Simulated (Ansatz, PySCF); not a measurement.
NbF₄Cl, SMILES [F][Nb]([Cl])([F])([F])[F], multiplicity 1.

Geometry: B3LYP-D3(BJ)/def2-SVP. The multiplicity is an assumed one; no other spin state was optimised. The structure was generated by enumeration; whether it is a known compound was not checked. The def2 effective core potentials stand for the cores of Nb; spin–orbit coupling is left out.

Vertical ionisation energy (IE) and electron affinity (EA) in eV. Rows of orbital energies are one-electron estimates. Where ΔSCF, EOM or ADC give a negative EA the extra electron is unbound and the value depends on the basis.

```json
[
 {"level": "−ε(HOMO), −ε(LUMO), M06-2X/def2-TZVP (PySCF)", "IE": "12.47", "EA": "2.74"},
 {"level": "−ε(HOMO), −ε(LUMO), PBE/def2-TZVP (PySCF)", "IE": "___", "EA": "___"},
 {"level": "ΔSCF, CAM-B3LYP/def2-SVPD (Ansatz), final states of multiplicity 2 and 2", "IE": "13.54", "EA": "1.75"},
 {"level": "ΔSCF, PBE/def2-SVPD (Ansatz), final states of multiplicity 2 and 2", "IE": "12.75", "EA": "1.00"}
]
```

Q: Some entries are withheld; supply them. (Estimate from the structure and the level; the computed values follow.)

A: 
- −ε(HOMO), −ε(LUMO), PBE/def2-TZVP (PySCF), IE: 9.41
- −ε(HOMO), −ε(LUMO), PBE/def2-TZVP (PySCF), EA: 4.09

Q: What vertical singlet–triplet gap does ΔSCF give with CAM-B3LYP/def2-SVPD (Ansatz, a quantum-chemistry and plane-wave program) and with PBE/def2-SVPD (Ansatz)? (The exact figures need the calculation; the answer reports its results.)

A: 5.69 and 5.58 eV (triplet above singlet where positive).
